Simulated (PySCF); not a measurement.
# How methods differ on the excitation energy of Pb

Pb [Xe] 4f14 5d10 6s2 6p2 (3P) → Pb [Xe] 4f14 5d10 6s1 6p2 6d1 (high-spin determinant), as a difference of total energies. Calculation: PySCF 2.14, in aug-cc-pVTZ-PP with ECP60MDF; a scalar-relativistic core potential. Correlated levels: valence: 5s2 5p6 5d10 frozen. The calculations carry no spin-orbit coupling.

```tsv
method	excitation energy (eV)
UHF	11.263
MP2 (valence)	11.936
SCS-MP2 (valence)	12.190
CCSD (valence)	11.994
CCSD(T) (valence)	11.984
```

How much does correlation contribute at CCSD(T) (valence)?

11.984 − (11.263) = 0.721 eV, measured against UHF.

Spin-orbit coupling is strong in these open shells (close to jj coupling). The scalar numbers leave it out and a first-order estimate fails, so it can dominate the gap to the real levels.

The upper state lies above the first ionisation limit.

The promoted electron is Rydberg-like, and one or two diffuse shells describe it only roughly, which tends to raise the upper state.

The coupled-cluster amplitudes are large for the upper state (T1 above 0.03 or a double amplitude above 0.15), so a single reference is strained.

The determinant of the upper state mixes LS terms, which raises its energy above the lowest term, most at the Hartree-Fock and MP2 levels.
